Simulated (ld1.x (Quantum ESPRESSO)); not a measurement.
platinum, TM: configuration errors across variants

platinum, norm-conserving Troullier–Martins (Kleinman–Bylander form), made with ld1.x (Quantum ESPRESSO) 7.5 (PBE, scalar-relativistic). Core [Kr] 4d10 4f14 5s2, reference 5p6 5d9 6s0.5 6p0.5. Waves: 6s (bound): rc 1.90 bohr; 5d (bound): rc 1.45 bohr; 5p (bound): rc 1.80 bohr. Local part: the p channel. Core correction: none.

Occupied shells without a wave of their own: 6p. They enter only through the test configuration that unscreens the potential.

All-electron excitation energies from the reference (eV): (1) 5p6 5d9 6s1 6p0 -2.460; (2) 5p6 5d9 6s0 6p0 6.734; (3) 5p6 5d8 6s0 6p0 26.699; (4) 5p6 5d6 6s0 6p0 104.569; (5) 5p6 5d9 6s0 6p1 2.589; (6) 5p6 5d8 6s2 6p0 -1.456; (7) 5p5 5d9 6s1 6p0 59.691.

For the base: The 6p level has no wave, so the channel is fitted at the deeper level alone: the likely source of the large errors.

On the changes marked as counting shells twice: ld1.x takes every shell without a wave as core, so the model core holds the marked electrons as well and exchange and correlation see them twice. This cancels in the reference configuration, but the file is broken for other ones, and its errors say nothing about a proper core correction.

Tests that are not counted but printed errors over 1 eV. “all radii scaled by about 0.76 (s 1.44, p 1.36, d 1.10 bohr)”: 5p6 5d8 6s2 6p0 (solver errors, printed error -15.0 eV); 5p5 5d9 6s1 6p0 (solver errors, printed error -4.3 eV).

2 further variants failed, have other tests or too few solved ones, and are left out.

A true bound ghost makes a file unfit for plane-wave use even where its test errors are small: the radial tests pick states by their node count and pass the ghost by. Where a test does run into it, the solver fails or the error is huge.

Errors AE − PS in meV (a dash: test not solved or not reliable):

| change | (1) | (2) | (3) | (4) | (5) | (6) | (7) | bound ghosts |
| --- | --- | --- | --- | --- | --- | --- | --- | --- |
| base | -73 | -183 | -339 | -715 | +98 | -126 | -435 | s |
| wave 5d (bound): rc 1.45 bohr becomes 5d (bound): rc 0.98 bohr | -73 | -183 | -335 | -707 | +98 | -124 | -430 | d, s |
| wave 5p (bound): rc 1.80 bohr becomes 5p (bound): rc 1.38 bohr | -17 | -46 | -79 | -170 | +21 | -56 | -233 | s |
| all radii scaled by about 0.76 (s 1.44, p 1.36, d 1.10 bohr) | +8.6 | -20 | -55 | -162 | +47 | – | – | s |
| wave 6s (bound): rc 1.90 bohr becomes 6s (bound): rc 2.72 bohr | -74 | -183 | -341 | -724 | +98 | -124 | -431 | s |
| core correction a·sin(br)/r model core inside 1.52 bohr (6p counted twice) | -78 | -221 | -423 | -941 | +98 | -133 | -463 | s |

Question: Give the same row for: local potential the s channel.

Answer: +128, +360, +665, +1031, -198, +142, +125; bound ghosts: none.
